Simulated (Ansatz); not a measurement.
```csv
atom,x (Å),y (Å),z (Å)
N,0.0000,0.0000,-1.0987
N,0.0000,0.0000,-0.0628
O,0.0000,0.0000,1.0164
```

Basis set: 6-31G* (spherical functions). Correlated methods keep 3 orbitals frozen. Charge 0, multiplicity 1.

Computed with Ansatz (development build ahead of 0.2.0); each method stands on the lowest determinant of its kind that the runs found. Restricted open shells among the atoms or ions are ROHF, correlated in semicanonical orbitals with singles.

Problem. Give the atomization energy at this shape (free ground-state atoms in the same class of orbitals less the molecule, no zero-point energy) of singlet N2O by RHF-MP2, RHF.

Solution.

| method | atomization energy |
| --- | --- |
| RHF-MP2 | 208.73 kcal/mol |
| RHF | 64.74 kcal/mol |

Caution: no unrestricted run beside it, a lower state can exist; the shape is not the minimum.
